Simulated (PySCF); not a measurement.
Excitation energies in several basis sets

Compound: CH₇BGeO₂.
SMILES: `[CH3][GeH2][B](O)O`

TDDFT with PBE0 (PySCF), vertical singlets, core orbitals frozen in the response, spherical d and f functions. Geometry: PBE0-D3(BJ)/def2-SVP, one conformer, isolated molecule. The PBE0/6-31G* calculation is non-relativistic and has no spin–orbit coupling, an omission that weighs most on germanium.

Task: Compare 6-31G*, def2-SVP, def2-SVPD, aug-cc-pVDZ, def2-TZVP and def2-TZVPD for this molecule.

Result: 

```tsv
basis	functions	diffuse	S1 (eV)	S2 (eV)	S3 (eV)	S4 (eV)	S5 (eV)	LUMO (eV)	α (au)
6-31G*	102	no	6.86	7.50	7.92	8.23	8.42	0.58	55.2
def2-SVP	123	no	6.76	7.60	7.79	8.11	8.22	0.35	58.2
def2-SVPD	180	yes	6.62	6.84	7.24	7.52	7.80	0.00	68.4
aug-cc-pVDZ	191	yes	6.55	6.61	6.96	7.41	7.47	-0.28	69.5
def2-TZVP	214	no	6.64	7.29	7.52	7.61	7.94	0.11	65.8
def2-TZVPD	271	yes	6.56	6.70	7.05	7.47	7.71	-0.14	69.3
```

States are compared by their number. Against the largest diffuse basis here (def2-TZVPD, itself not a converged limit), sets without diffuse functions differ by up to 0.29 eV in S1 and 0.71 eV in S5; the smaller diffuse sets differ by up to 0.05 and 0.24 eV. State by state, the largest deviation of a set without diffuse functions is S1 0.29, S2 0.90, S3 0.87, S4 0.75, S5 0.71 eV. The same number needn't mean the same state in each row. Against def2-TZVPD the polarisability deviates by -20% in 6-31G*, -16% in def2-SVP, -1% in def2-SVPD, 0% in aug-cc-pVDZ, -5% in def2-TZVP.

Without π bonds the low states may be Rydberg-like; a valence basis with one diffuse set may place them up to an eV too high.
